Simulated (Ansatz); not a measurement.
Diatomic TePb, closed-shell singlet (the spin of the measured ground state). No spin–orbit coupling.

The constants come from a fifth-degree fit in 1/R (seven points, main isotopes). Runs in def2 and cc sets follow the lowest solution found near the PBE0 minimum. The singlet is held restricted.

Correlated levels freeze the inner cores; with def2 sets outer-core shells near the valence are correlated too. CBS(a, b) extrapolates the correlation energy as X⁻³ and adds the Hartree–Fock energy of set b.

The values were computed with Ansatz (Gaussian basis) for Hartree–Fock, density functionals and correlated methods. Values without a source in brackets are computed. In def2 rows elements past Kr take small-core potentials, without spin–orbit coupling.

Doubts at one or more of the structures used: a restricted determinant that unrestricted orbitals would lower (CCSD(T)/def2-TZVPP, CCSD(T)/def2-QZVPP, CCSD(T)/CBS(def2-TZVPP, def2-QZVPP)).

Quantity: r_e, from seven points a level.

Costs are ratios of core time to PBE/def2-TZVPP (roughly 11 s), for whole runs (searches for the state included, and forces where a run took them) on one shared machine, so rough; each error counts from the measured 2.595 Å [microwave values compiled in ACS Omega 2, 8373 (2017)].

```
level                                basis functions  cost
-----------------------------------  ---------------  ----
SVWN5/def2-TZVPP                                 100  ×0.8
PBE/def2-TZVPP                                   100    ×1
PBE0/def2-TZVPP                                  100    ×1
r2SCAN/def2-TZVPP                                100    ×2
CAM-B3LYP/def2-TZVPP                             100    ×2
B97M-V/def2-TZVPP                                100    ×3
wB97X-V/def2-TZVPP                               100    ×3
wB97M-V/def2-TZVPP                               100    ×3
BHLYP/def2-TZVPP                                 100    ×4
CCSD(T)/def2-TZVPP                               100    ×8
CCSD(T)/def2-QZVPP                               164   ×20
CCSD(T)/CBS(def2-TZVPP, def2-QZVPP)                -   ×30
```

Problem. Which is the cheapest listed level whose error stays within 0.005 Å?

Solution. PBE0/def2-TZVPP (-0.005 Å, cost ×1).

Problem. What does the step from CCSD(T)/def2-TZVPP to CCSD(T)/def2-QZVPP cost and buy?

Solution. 100 to 164 functions, cost ×3 (rough); the error goes from 0.018 to 0.002 Å.

Each error (Å): SVWN5/def2-TZVPP -0.010; PBE/def2-TZVPP 0.030; PBE0/def2-TZVPP -0.005; r2SCAN/def2-TZVPP 0.006; CAM-B3LYP/def2-TZVPP -0.018; B97M-V/def2-TZVPP 0.030; wB97X-V/def2-TZVPP -0.037; wB97M-V/def2-TZVPP -0.033; BHLYP/def2-TZVPP -0.010; CCSD(T)/def2-TZVPP 0.018; CCSD(T)/def2-QZVPP 0.002; CCSD(T)/CBS(def2-TZVPP, def2-QZVPP) -0.007.

Ansatz is an electronic-structure program.
